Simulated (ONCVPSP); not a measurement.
**Which change was made? (Zr, ONCV)**

ONCVPSP 4.0.1 input, shortened (lines: element, Z, core and valence counts, functional; n l f; lmax; l rc ep ncon nbas qcut; lloc lpopt rc5 dvloc0; l nproj debl; icmod fcfact rcfact), PBE, scalar-relativistic:

```
  Zr 40.00    6    4        4      upf
    1    0    2.00
    2    0    2.00
    2    1    6.00
    3    0    2.00
    3    1    6.00
    3    2   10.00
    4    0    2.00
    4    1    6.00
    4    2    3.00
    5    0    1.00
    2
    0    2.25    0.00    5    9    5.70
    1    1.55    0.00    4    7    6.40
    2    2.90    0.00    3    8    4.70
    4    5    1.40    0.00
    0    2    1.00
    1    2    3.10
    2    2    3.20
    2    0.60    1.00
```

Cutoffs, loose and tight: the cutoffs (Ha) at which the residual kinetic energy of the hardest occupied pseudo-wave falls to 1 and 0.1 mHa per electron. They do not see the model core or the augmentation charge, which bear on the density cutoff. Test errors are all-electron minus pseudo excitation energies from the reference, over the configurations 4s2 4p6 4d2 5s2; 4s2 4p6 4d2 5s1; 4s2 4p6 4d2 5s0; 4s2 4p6 4d3 5s0; variants that change the core or the reference have their own tests.

The base gives: outcome: generated; cutoff, loose: 18 Ha; cutoff, tight: 49 Ha; bound ghosts: none; GHOST(+) flags above zero: s; largest test error (meV): +21.

Q: After one change the result is: outcome: generated; cutoff, loose: 38 Ha; cutoff, tight: 86 Ha; bound ghosts: none; GHOST(+) flags above zero: s; largest test error (meV): +5.4. Which change was it?
A. all radii but the core radius scaled by about 1.11 (s 2.50, p 1.72, d 3.22 bohr); local potential polynomial inside 1.56 bohr (lpopt 5, dvloc0 0 Ha)
B. all radii but the core radius scaled by about 0.77 (s 1.74, p 1.20, d 2.24 bohr); local potential polynomial inside 1.08 bohr (lpopt 5, dvloc0 0 Ha)
C. all radii but the core radius scaled by about 1.32 (s 2.98, p 2.04, d 3.84 bohr); local potential polynomial inside 1.84 bohr (lpopt 5, dvloc0 0 Ha)

A: B. The others give: all radii but the core radius scaled by about 1.11 (s 2.50, p 1.72, d 3.22 bohr); local potential polynomial inside 1.56 bohr (lpopt 5, dvloc0 0 Ha) → outcome: generated; cutoff, loose: 13 Ha; cutoff, tight: 20 Ha; bound ghosts: none; GHOST(+) flags above zero: none; largest test error (meV): +30 | all radii but the core radius scaled by about 1.32 (s 2.98, p 2.04, d 3.84 bohr); local potential polynomial inside 1.84 bohr (lpopt 5, dvloc0 0 Ha) → outcome: generated; cutoff, loose: 9.9 Ha; cutoff, tight: 12 Ha; bound ghosts: none; GHOST(+) flags above zero: d; largest test error (meV): -269.
